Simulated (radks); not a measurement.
The numbers below are computed, except where a source is named.
Species: Ne+. Configuration: [He] 2s2 2p4 3p1 (not the ground configuration). Code: a radial shooting solver on a logarithmic mesh with Libxc functionals. Model: Dirac Kohn-Sham, PBEsol, spin-unpolarised, spherical densities, finite nucleus; open shells are shared between the two j in proportion to 2j + 1; Fermi nuclear charge, rms radius 3.0055 fm.

Normalised radial functions P(r) = r R(r) (large component), r in bohr:

```
   r/bohr * 3p1/2, o 3p3/2 (the largest magnitude, 0.56, reaches the edge; | marks zero, & curves that meet)
 0.008237                             &
   0.0119                             &
  0.01733                             &
  0.02504                             &
  0.03648                             &
   0.0527                             |&
  0.07614                             | &
   0.1109                             |  &
   0.1602                             |    &
   0.2334                             |       &
   0.3372                             |         &
   0.4911                             |          &
   0.7096                             |        &
    1.025                             | &
    1.493                   &         |
    2.157        &                    |
    3.142  &                          |
     4.54        &                    |
    6.612                    &        |
    9.553                           & |
```

3p1/2: eigenvalue -7.385 eV, 1 radial node at r = 1.09 bohr, <r> = 3.69 bohr, 90 % of the charge inside 5.56 bohr. 3p3/2: eigenvalue -7.377 eV, 1 radial node at r = 1.09 bohr, <r> = 3.69 bohr, 90 % of the charge inside 5.56 bohr.
